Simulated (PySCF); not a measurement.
CH12N2Si3, SMILES N[SiH](N)C[SiH2][SiH3]. Geometry: PBE0-D3(BJ)/def2-SVP. This is a generated structure with no PubChem entry under its InChIKey; it may be hypothetical. One conformer was computed; it need not be the lowest.

Computed equilibrium geometry at PBE0-D3(BJ)/def2-SVP (PySCF confirms it by a frequency run) as bond lengths and angles (one conformer of several):
Atoms: N1 Si2 N3 C4 Si5 Si6 H7 H8 H9 H10 H11 H12 H13 H14 H15 H16 H17 H18. Bonded distances (Å): N1–Si2 1.725, N1–H7 1.013, N1–H8 1.013, Si2–N3 1.723, Si2–C4 1.883, Si2–H9 1.503, N3–H10 1.013, N3–H11 1.012, C4–Si5 1.883, C4–H12 1.104, C4–H13 1.104, Si5–Si6 2.350, Si5–H14 1.499, Si5–H15 1.501, Si6–H16 1.497, Si6–H17 1.497, Si6–H18 1.496. Bond angles (°): Si2–N1–H7 121.0, Si2–N1–H8 120.4, H7–N1–H8 111.6, N1–Si2–N3 107.2, N1–Si2–C4 105.3, N1–Si2–H9 117.4, N3–Si2–C4 118.0, N3–Si2–H9 103.4, C4–Si2–H9 106.1, Si2–N3–H10 121.3, Si2–N3–H11 120.8, H10–N3–H11 112.1, Si2–C4–Si5 114.4, Si2–C4–H12 110.2, Si2–C4–H13 107.9, Si5–C4–H12 108.9, Si5–C4–H13 108.0, H12–C4–H13 107.3, C4–Si5–Si6 111.7, C4–Si5–H14 111.8, C4–Si5–H15 109.9, Si6–Si5–H14 108.8, Si6–Si5–H15 107.5, H14–Si5–H15 106.8, Si5–Si6–H16 110.1, Si5–Si6–H17 110.9, Si5–Si6–H18 110.6, H16–Si6–H17 108.3, H16–Si6–H18 108.3, H17–Si6–H18 108.5.
